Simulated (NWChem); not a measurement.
**Correlation energy of Au$_{2}$**

```xyz
2

Au     0.0000     0.0000     1.2699
Au     0.0000     0.0000    -1.2699
```
Charge 0, spin multiplicity 1.

The numbers come from NWChem runs, not from measurements. Structure: optimised with PBE0/def2-SVP with def2 effective core potentials on Au, a minimum by its harmonic frequencies.

Basis set: def2-SVP. Each correlation energy counts from its own Hartree-Fock reference.

Effective core potentials replace the inner electrons of Au; spin-orbit coupling is left out. The correlated methods keep 8 core orbitals frozen. The structure started from a generated list of species. No row is a measurement; the coupled-cluster row has its own basis-set and correlation limits.

Question: For the correlation energy, MP2 gives -551.7 mHa and SCS-MP2 gives -491.5 mHa. What do CCSD, CCSD+T(CCSD), CCSD(T) give?

Answer: CCSD: -516.2 mHa; CCSD+T(CCSD): -530.8 mHa; CCSD(T): -528.9 mHa.
